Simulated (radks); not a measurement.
Bi13+, 70 electrons, occupied as [Xe] 4f13 5d3 (not the ground configuration). Calculated with a radial shooting solver on a logarithmic mesh with Libxc functionals: non-relativistic Kohn-Sham, PBE, spin-polarised, spherical densities, point nucleus; open shells are filled with parallel spins first (spin-orbit coupling, left out, can overturn this in heavy ions); relativity is left out, which matters for an element this heavy.

Unscreened Slater integrals over Kohn-Sham orbitals (hartree). They are taken over the spin-up orbitals.

| integral | value |
|---|---|
| F0(5d,5d) | 0.89736 |
| F2(5d,5d) | 0.48330 |
| F4(5d,5d) | 0.33238 |
| F0(5d,5p) | 0.93907 |
| F2(5d,5p) | 0.50372 |
| G1(5d,5p) | 0.63620 |
| G3(5d,5p) | 0.40513 |
| F0(5d,5s) | 0.95598 |
| G2(5d,5s) | 0.49053 |
| F0(5d,4f) | 1.1261 |
| F2(5d,4f) | 0.31381 |
| F4(5d,4f) | 0.15470 |
| G1(5d,4f) | 0.093320 |
| G3(5d,4f) | 0.097019 |
| G5(5d,4f) | 0.080696 |
| F0(5p,5p) | 0.98924 |
| F2(5p,5p) | 0.53960 |
| F0(5p,5s) | 1.0099 |
| G1(5p,5s) | 0.70497 |
| F0(5p,4f) | 1.2191 |
| F2(5p,4f) | 0.37279 |
| G2(5p,4f) | 0.11557 |
| G4(5p,4f) | 0.10600 |
| F0(5s,5s) | 1.0324 |
| F0(5s,4f) | 1.2619 |
| G3(5s,4f) | 0.12232 |
| F0(4f,4f) | 2.1597 |
| F2(4f,4f) | 1.1035 |
| F4(4f,4f) | 0.70997 |
| F6(4f,4f) | 0.51613 |

Derived for the open shells (J is the average intra-shell exchange parameter used in DFT+U). 4f: F4/F2 = 0.643, F6/F2 = 0.468, J = (286 F2 + 195 F4 + 250 F6)/6435 = 0.09061 hartree. 5d: Racah B = F2/49 - 5 F4/441 = 0.006095 hartree, C = 35 F4/441 = 0.02638 hartree, C/B = 4.33, F4/F2 = 0.688, J = (F2 + F4)/14 = 0.05826 hartree.
